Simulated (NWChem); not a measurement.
Molecule: C5H5F; SMILES C(/C#C)=C(\C)F

Computed with NWChem. The geometry was optimised at PBE0/def2-SVP. Level: M06-2X/def2-SVP with SMD (1 M gas to 1 M solution), gas-phase geometry.

For solvent dichloromethane:

| Property | Value |
|---|---|
| solvation free energy (kcal/mol) | -6.2 |
| cavity-dispersion-structure term (kcal/mol) | -0.5 |

Question: What are these values for solvent cyclohexanone?

Answer: 
| Quantity | Value |
|---|---|
| solvation free energy (kcal/mol) | -4.8 |
| cavity-dispersion-structure term (kcal/mol) | 1.3 |
